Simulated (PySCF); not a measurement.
C₅H₁₀O (SMILES COCC1CC1), singlet, geometry from GFN2-xTB; DF-HF/def2-SV(P) run with PySCF.

Input for PySCF:
```python
from pyscf import gto, scf

mol = gto.M(
    atom='''
C     2.43038181    0.08553362    0.47970768
O     1.04055633   -0.08071911    0.44397409
C     0.45837554    0.42223680   -0.73526714
C    -1.03996862    0.21343188   -0.71366347
C    -1.79483260    0.32025918    0.57516153
C    -1.61827952   -1.01457359   -0.08131810
H     2.70788484    1.14681124    0.42965794
H     2.77187478   -0.33377492    1.42413670
H     2.91792762   -0.44122103   -0.35134689
H     0.68144042    1.49934395   -0.83396326
H     0.89129526   -0.08726735   -1.61426925
H    -1.51751076    0.59106238   -1.60993667
H    -2.77090818    0.78135685    0.56286926
H    -1.22110820    0.51359949    1.46698904
H    -0.92775331   -1.70431542    0.37620373
H    -2.47165270   -1.48116963   -0.54985631
''',
    basis='def2-sv(p)',
    verbose=4,
    max_memory=1800,
)

mf = scf.RHF(mol)
mf = mf.density_fit(auxbasis='def2-universal-jkfit')
mf.kernel()
```

It wrote (shortened):

```
PySCF version 2.14.0

[INPUT] verbose = 4
[INPUT] num. atoms = 16
[INPUT] num. electrons = 48
[INPUT] charge = 0
[INPUT] spin (= nelec alpha-beta = 2S) = 0
[INPUT] symmetry False subgroup None
[INPUT] Mole.unit = angstrom
[INPUT] Symbol           X                Y                Z      unit          X                Y                Z       unit  Magmom
[INPUT]  1 C      2.430381810000   0.085533620000   0.479707680000 AA    4.592755999025   0.161635116243   0.906516135050 Bohr   0.0
[INPUT]  2 O      1.040556330000  -0.080719110000   0.443974090000 AA    1.966366480883  -0.152537010919   0.838989436503 Bohr   0.0
[INPUT]  3 C      0.458375540000   0.422236800000  -0.735267140000 AA    0.866204232800   0.797911911713  -1.389453522992 Bohr   0.0
[INPUT]  4 C     -1.039968620000   0.213431880000  -0.713663470000 AA   -1.965255869942   0.403327799451  -1.348628503407 Bohr   0.0
[INPUT]  5 C     -1.794832600000   0.320259180000   0.575161530000 AA   -3.391742053441   0.605202139078   1.086897769086 Bohr   0.0
[INPUT]  6 C     -1.618279520000  -1.014573590000  -0.081318100000 AA   -3.058105085793  -1.917266218317  -0.153668937970 Bohr   0.0
[INPUT]  7 H      2.707884840000   1.146811240000   0.429657940000 AA    5.117160724462   2.167159160173   0.811935833845 Bohr   0.0
[INPUT]  8 H      2.771874780000  -0.333774920000   1.424136700000 AA    5.238084185789  -0.630743186049   2.691228326942 Bohr   0.0
[INPUT]  9 H      2.917927620000  -0.441221030000  -0.351346890000 AA    5.514084053104  -0.833786907099  -0.663949396818 Bohr   0.0
[INPUT] 10 H      0.681440420000   1.499343950000  -0.833963260000 AA    1.287735764009   2.833349432024  -1.575962159349 Bohr   0.0
[INPUT] 11 H      0.891295260000  -0.087267350000  -1.614269250000 AA    1.684303937523  -0.164911391117  -3.050526773807 Bohr   0.0
[INPUT] 12 H     -1.517510760000   0.591062380000  -1.609936670000 AA   -2.867679727481   1.116946020734  -3.042339384194 Bohr   0.0
[INPUT] 13 H     -2.770908180000   0.781356850000   0.562869260000 AA   -5.236257576517   1.476550452053   1.063668745337 Bohr   0.0
[INPUT] 14 H     -1.221108200000   0.513599490000   1.466989040000 AA   -2.307560066461   0.970562373816   2.772207513339 Bohr   0.0
[INPUT] 15 H     -0.927753310000  -1.704315420000   0.376203730000 AA   -1.753199667059  -3.220689373673   0.710922016740 Bohr   0.0
[INPUT] 16 H     -2.471652700000  -1.481169630000  -0.549856310000 AA   -4.670746678042  -2.799004944723  -1.039077833764 Bohr   0.0

nuclear repulsion = 248.416652054478
number of shells = 56
number of NR pGTOs = 184
number of NR cGTOs = 104
basis = def2-sv(p)
ecp = {}

******** <class 'pyscf.df.df_jk.DFRHF'> ********
method = DFRHF
initial guess = minao
damping factor = 0
level_shift factor = 0
DIIS = <class 'pyscf.scf.diis.CDIIS'>
diis_start_cycle = 1
diis_space = 8
diis_damp = 0
SCF conv_tol = 1e-09
SCF conv_tol_grad = None
SCF max_cycles = 50
direct_scf = False
Set gradient conv threshold to 3.16228e-05
Initial guess from minao.
******** <class 'pyscf.df.df.DF'> ********
auxbasis = def2-universal-jkfit
init E= -271.072771504499
  HOMO = -0.275107961090804  LUMO = 0.121350577861107  gap/eV = 10.78819
cycle= 1 E= -269.653288127125  delta_E= 1.42  |g|= 0.572  |ddm|= 3.69
  HOMO = -0.387798794086725  LUMO = 0.16088169827538  gap/eV = 14.93036
cycle= 2 E= -269.731948370544  delta_E= -0.0787  |g|= 0.267  |ddm|= 0.693
  HOMO = -0.397470960609327  LUMO = 0.177770122511666  gap/eV = 15.65311
cycle= 3 E= -269.746009986261  delta_E= -0.0141  |g|= 0.0739  |ddm|= 0.275
  HOMO = -0.395253063036658  LUMO = 0.180476276659958  gap/eV = 15.66639
cycle= 4 E= -269.747392022974  delta_E= -0.00138  |g|= 0.0126  |ddm|= 0.088
  HOMO = -0.397957818023825  LUMO = 0.179618665860805  gap/eV = 15.71666
cycle= 5 E= -269.747436652117  delta_E= -4.46e-05  |g|= 0.00228  |ddm|= 0.0194
  HOMO = -0.397696466834125  LUMO = 0.179745748785052  gap/eV = 15.71300
cycle= 6 E= -269.747438803229  delta_E= -2.15e-06  |g|= 0.000565  |ddm|= 0.00436
  HOMO = -0.397812084444821  LUMO = 0.179751678291919  gap/eV = 15.71631
cycle= 7 E= -269.747438958235  delta_E= -1.55e-07  |g|= 0.000177  |ddm|= 0.00141
  HOMO = -0.397792108610306  LUMO = 0.179758575403647  gap/eV = 15.71595
cycle= 8 E= -269.747438973235  delta_E= -1.5e-08  |g|= 5.55e-05  |ddm|= 0.000411
  HOMO = -0.397802293634073  LUMO = 0.179758766740866  gap/eV = 15.71624
cycle= 9 E= -269.747438974467  delta_E= -1.23e-09  |g|= 9.76e-06  |ddm|= 0.000115
  HOMO = -0.397800973518666  LUMO = 0.179758968110818  gap/eV = 15.71621
cycle= 10 E= -269.74743897451  delta_E= -4.3e-11  |g|= 1.67e-06  |ddm|= 2.42e-05
  HOMO = -0.397801042492059  LUMO = 0.179758995061235  gap/eV = 15.71621
Extra cycle  E= -269.747438974513  delta_E= -2.96e-12  |g|= 6.56e-07  |ddm|= 3.69e-06
converged SCF energy = -269.747438974513
```
